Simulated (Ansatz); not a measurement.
Molecule: SiNHCl$_{3}$, net charge 0, doublet state. SMILES: [NH][Si](Cl)(Cl)Cl
Structure (B3LYP-D3(BJ)/def2-TZVP (Ansatz, a first-principles code) minimum search):
```
Si
N 1 1.7311
H 2 1.0239 1 112.57
Cl 1 2.0305 2 109.34 3 -180.00
Cl 1 2.0443 2 109.47 3 60.50
Cl 1 2.0443 2 109.47 3 -60.50
```
Charge 0, spin multiplicity 2.

Quantity: atomisation energy, in kcal/mol. Set-up: non-relativistic; LANL2DZ with its own core potentials from Na on; dispersion terms only where a functional's name holds one; frozen cores in correlated levels; atomisation electronic, to ground-state atoms; no spin-orbit coupling; open shells spin-unrestricted. CBS marks a two-point X^-3 extrapolation of the correlation energy; Hartree-Fock from the larger set. First-principles rows: single points at B3LYP-D3(BJ) geometries (Ansatz).

Coupled cluster (Ansatz) is a level with limits of its own, used here on species with T1 under 0.025 (0.045 for open shells) and stable references: CCSD(T)/CBS(cc-pV(T+d)Z,cc-pV(Q+d)Z).

Value to compare with, CCSD(T)/CBS(cc-pV(T+d)Z,cc-pV(Q+d)Z) (Ansatz): 453.1 kcal/mol.

| level | program | atomisation energy (kcal/mol) | difference |
|---|---|---|---|
| HF/3-21G | Ansatz | 204.5 | -248.6 |
| PBE/LANL2DZ | Ansatz | 364.2 | -88.9 |
| PBE/def2-SVP | Ansatz | 452.4 | -0.7 |
| B3LYP/LANL2DZ | Ansatz | 337.4 | -115.7 |
| B3LYP/6-31G | Ansatz | 330.7 | -122.4 |
| MP2/3-21G | Ansatz | 286.2 | -166.9 |
| wB97M-V/def2-TZVPD | Ansatz | 455.7 | 2.6 |

Among the 6 habitual levels, HF/3-21G lies farthest from CCSD(T)/CBS(cc-pV(T+d)Z,cc-pV(Q+d)Z) (Ansatz) (-248.6 kcal/mol) and PBE/def2-SVP nearest (-0.7); 0 of 6 lie above it, and their mean absolute difference is 123.9 kcal/mol, the median 119.1. One case shows no general order.

The levels are drawn from those run, B3LYP/6-31G* more often than the rest, none by its result; left out are runs that failed, that the program found above a lower state of the same kind, or whose <S^2> lies over 0.5 above the pure value.
